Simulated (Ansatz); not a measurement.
`CC(C)(C)[NH][Sn]([Cl])([Cl])[Cl]` and `[CH3][SnH]([F])[NH]C(C)(C)C` differ in one atom or group.

Ansatz, PBE0-D4/def2-TZVP geometries, multiplicity 1. Each molecule was computed in one conformer, which needn't be the lowest.

Elements past krypton have def2 core potentials.

| property | `CC(C)(C)[NH][Sn]([Cl])([Cl])[Cl]` |
| --- | --- |
| HOMO–LUMO gap (PBE0/def2-TZVPP) / eV | 5.39 |
| HOMO energy (PBE/def2-TZVPP) / eV | -6.24 |
| size of the dipole moment (ωB97M-V/def2-TZVPP) / D | 3.42 |
| HOMO–LUMO gap (ωB97M-V/def2-TZVPP) / eV | 9.73 |
| HOMO–LUMO gap (PBE/def2-TZVPP) / eV | 3.12 |
| HOMO energy (PBE0/def2-TZVPP) / eV | -7.60 |

Q: What does the change do to each property? (An estimate is asked.)

A: The calculation gave: 
```
                                          property  `[CH3][SnH]([F])[NH]C(C)(C)C`  shift
              HOMO–LUMO gap (PBE0/def2-TZVPP) / eV                           6.70   1.31
                 HOMO energy (PBE/def2-TZVPP) / eV                          -5.29   0.95
size of the dipole moment (ωB97M-V/def2-TZVPP) / D                           2.96  -0.46
           HOMO–LUMO gap (ωB97M-V/def2-TZVPP) / eV                          10.61   0.88
               HOMO–LUMO gap (PBE/def2-TZVPP) / eV                           4.40   1.28
                HOMO energy (PBE0/def2-TZVPP) / eV                          -6.65   0.95
```

With PBE0 the HOMO rises by 0.95 eV and the LUMO rises by 2.26 eV, so the gap widens by about 1.31 eV. PBE moves the HOMO by 0.95 eV and ωB97M-V by 0.93 eV. Dipoles are sizes alone; their direction can turn.
